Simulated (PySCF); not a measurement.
A GIAO shielding run with PySCF 2.14.0 with density-fitted response routines (density fitting, non-relativistic, gas phase) on SMILES [Si@@](SC)(N)(C#N)N[SiH2]C#N, C3H8N4SSi2:

```
$ OMP_NUM_THREADS=1 python probes_run.py task.json out

{"job": {"kind": "nmr", "xc": "PBE0", "basis": "pcSseg-1"}, "charge": 0, "multiplicity": 1}
C      3.229936     0.335576     0.046378
S      1.830485     0.458663     1.200555
Si     0.217997     0.098066    -0.164077
N      0.052316     1.407276    -1.245849
C      0.603048    -1.500370    -1.070961
N      0.882810    -2.470195    -1.612022
N     -1.193123    -0.186332     0.792802
Si    -2.748793    -0.721208     0.266890
C     -2.890610     0.019818    -1.442778
N     -2.932811     0.491934    -2.485887
H      3.200945    -0.622164    -0.463463
H      4.133709     0.413905     0.641356
H      3.187503     1.149641    -0.670261
H      0.782480     2.070820    -1.434154
H     -0.694143     1.454547    -1.919010
H     -1.063817    -0.101871     1.787595
H     -2.843564    -2.172060     0.104618
H     -3.763127    -0.119731     1.127091
```

Hardware: 1 thread of an Arm Neoverse V2, shared host. The job also computes population analyses, field gradients.

Question: How large is the calculation?

Answer: 98 electrons, 231 basis functions and 1252 auxiliary functions.

Question: How long does it take, and how much memory does it need?

Answer: 53 s of wall time, with 15 SCF cycles and 5 response iterations; peak memory 1.1 GiB. Times on a shared host scatter by some tens of per cent.
